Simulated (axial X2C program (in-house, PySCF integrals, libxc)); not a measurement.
# InNC⁺: properties at the nuclei

Computed with an axial X2C code built on PySCF integrals: two-component X2C with atomic mean-field Coulomb and Gaunt terms, Gaussian nuclei, basis In dyall-v3z, N dyall-av3z, C dyall-v3z with contracted cores.

In–N–C held linear, with bonds 2.527 and 1.157 Å (near the PBE0 minimum at charge 1 of the determinant lowest at the starting distance; the state shown can have its own minimum elsewhere, held linear; other orders of the atoms were not compared).

Input and command:
```json
{"zs": [49, 7, 6], "q": 1, "bas": ["dyall-v3z", "dyall-av3z", "dyall-v3z"], "r0": [2.08, 1.17], "symm": 0, "scan": ["PBE0", "HF", "PBE"], "levels": ["PBE0", "HF", "BHandHLYP"], "nst": 2}
```
```bash
python solin.py task.json out
```

Keys: zs atomic numbers; q charge; bas basis sets; r0 starting distance in Å; symm equal bonds; scan levels of the two-bond scan; levels methods; nst determinants followed.

Determinant lowest in the PBE0 search, Ω = 1/2 (⟨Sz⟩ = 0.50, ⟨Lz⟩ = 0.00 at PBE0), spin on the atoms In 0.03, N -0.02, C 0.49:

```tsv
level	Eeff magnitude (GV/cm)	Ws magnitude In (kHz)	A∥/gI In (MHz)	qzz In (a.u.)	A∥/gI N (MHz)	qzz N (a.u.)	A∥/gI C (MHz)	qzz C (a.u.)
PBE0	2.46	2.86	746	-1.03	25.9	-0.28	691	-0.16
HF	1.68	2	-58.7	-0.91	38.9	-0.75	1060	-0.23
BHandHLYP	1.78	2.09	356	-0.94	38.4	-0.43	821	-0.19
```

Determinant 1.83 eV from it at PBE0 and this distance, Ω = 3/2 (⟨Sz⟩ = 0.50, ⟨Lz⟩ = 1.00 at PBE0), spin on the atoms In 0.00, N 0.39, C 0.12:

```json
{"level": "PBE0", "Eeff magnitude (GV/cm)": "0.339", "Ws magnitude In (kHz)": "0.132", "A∥/gI In (MHz)": "5.18", "qzz In (a.u.)": "-0.94", "A∥/gI N (MHz)": "102", "qzz N (a.u.)": "-1.28", "A∥/gI C (MHz)": "35.9", "qzz C (a.u.)": "-1.27"}
{"level": "HF", "Eeff magnitude (GV/cm)": "1.01", "Ws magnitude In (kHz)": "0.395", "A∥/gI In (MHz)": "19.9", "qzz In (a.u.)": "-0.77", "A∥/gI N (MHz)": "102", "qzz N (a.u.)": "-1.29", "A∥/gI C (MHz)": "30.2", "qzz C (a.u.)": "-1.39"}
{"level": "BHandHLYP", "Eeff magnitude (GV/cm)": "0.408", "Ws magnitude In (kHz)": "0.159", "A∥/gI In (MHz)": "7.05", "qzz In (a.u.)": "-0.85", "A∥/gI N (MHz)": "106", "qzz N (a.u.)": "-1.32", "A∥/gI C (MHz)": "35.3", "qzz C (a.u.)": "-1.34"}
```

Eeff is the effective electric field on the electron electric dipole moment in this Ω state and Ws the scalar–pseudoscalar constant of the nucleus named (defined with the proton number Z and per Ω); A∥ (defined per Ω) follows by multiplying with gI = μI/(I μN); qzz is the electric field gradient, eQq0 = 234.96 MHz × Q/barn × qzz. The operators were transformed with the bare-nucleus X2C matrices; with these basis sets, hyperfine constants and field gradients can be off by tens of per cent, and where levels differ in sign neither size nor sign is settled.

Task: With Q(115In) = 0.772 barn, gI(14N) = 0.4038, gI(13C) = 1.4048 (g factors from the IAEA table of nuclear moments by Stone; Q from Pyykkö, Mol. Phys. 2018), turn the PBE0 values of the first state into constants in MHz.

Result: eQq0(115In) = 234.96 × (0.772) × (-1.03) = -187 MHz; A∥(14N) = 25.9 × 0.4038 = 10.5 MHz; A∥(13C) = 691 × 1.4048 = 971 MHz.

The molecule was held linear; bending was not examined, so a bent shape may lie lower.

Each state is one determinant with collinear spin. Unrestricted Hartree–Fock can overshoot spin polarisation at the nuclei. Where Eeff spreads by more than a factor of two the levels disagree and none is to be relied on. The search compared states at one distance, so a state with another bond length can lie lower. Where a field gradient or hyperfine factor spreads by more than a factor of two over the levels, a constant derived from it is not to be relied on. PBE0 term energies can be off by some tenths of an eV.
